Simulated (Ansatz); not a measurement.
Species: GeI (charge 0, doublet). SMILES: [Ge][I]
Geometry: optimised at B3LYP-D3(BJ)/def2-TZVP (Ansatz, a quantum-chemistry and plane-wave program).

Wanted: atomisation energy (electronic, to ground-state atoms), in kJ/mol. Valence correlation only, unless marked. Open shells are spin-unrestricted. Spin-orbit coupling is left out. Frozen are the shells of the preceding noble gas and the d and f shells that filled before the atom's block. In def2 rows, elements after Kr have scalar-relativistic effective core potentials. The coupled-cluster limit lacks core correlation, which all-electron functionals hold. CBS(X,Y): correlation extrapolated as X^-3; Hartree-Fock from the larger set.

```csv
level,program,atomisation energy (kJ/mol)
PBE-D3(BJ)/def2-TZVPD,Ansatz + dftd3,330.0
B3LYP/def2-TZVPD,Ansatz,300.4
PBE0-D3(BJ)/def2-TZVPD,Ansatz + dftd3,312.7
BHLYP/def2-TZVPD,Ansatz,___
r2SCANh/def2-TZVPD,Ansatz,309.2
LC-wPBE-D4/def2-TZVPD,Ansatz + dftd4,284.1
wB97M-V/def2-TZVPD,Ansatz,293.7
RPA@PBE/def2-TZVPP,Ansatz,___
SCS-MP2/def2-QZVPP,Ansatz,287.0
SCS-MP2/def2-QZVPPD,Ansatz,287.3
"CCSD(T)/CBS(def2-TZVPPD,def2-QZVPPD)",Ansatz,299.0
```

**Question.** What belongs in the gaps?

**Answer.** 
- BHLYP/def2-TZVPD, atomisation energy (kJ/mol): 280.8
- RPA@PBE/def2-TZVPP, atomisation energy (kJ/mol): 241.9
